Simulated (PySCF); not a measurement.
A thermochemical cycle for BeCl

CCSD(T) in PySCF with def2-SVP on every atom, for the lowest determinant that a PBE0 search found; no spin–orbit coupling. BeCl, a doublet (σ ↑), has De = 3.28 eV to neutral atoms, and BeCl⁺, a singlet (closed shell), has De = 3.86 eV to Be⁺ + Cl.

At the same level the Be atom ionises at 9.17 eV.

**Question.** What is the adiabatic ionisation energy of the molecule, and does ionisation strengthen or weaken the bond?

**Answer.** IE = IE(Be) + De(neutral) − De(ion) = 9.17 + 3.28 − 3.86 = 8.59 eV. De changes by +0.58 eV, so ionisation strengthens the bond.

Correlated steps freeze 5 core orbitals. Correlated levels converge slowly with the basis: in double zeta they bind strong bonds too weakly, by up to about 1 eV, and carry superposition errors of some tenths. For an ion De counts to the pair picked by the measured ionisation energies or electron affinities, which need not be the lowest pair at this level. Where the molecule has an RHF reference, its open-shell atoms are computed with UHF. States were picked by a PBE0 search and need not be the measured ground states.
